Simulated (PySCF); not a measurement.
C2H2F2, SMILES F/C=C/F. Coordinates come from a TPSSh-D3(BJ)/def2-SVP optimisation.

### Question
Give the equilibrium geometry at TPSSh-D3(BJ)/def2-SVP (PySCF confirms it by a frequency run) as a Z-matrix, and its point group. (Estimate from the structure and the level; the computed values follow.)

### Answer
point group C2h.
```
C
C 1 1.3334
F 1 1.3395 2 120.61
F 2 1.3395 1 120.61 3 180.00
H 1 1.0922 2 124.56 4 0.00
H 2 1.0922 1 124.56 5 180.00
```
Charge 0, spin multiplicity 1.
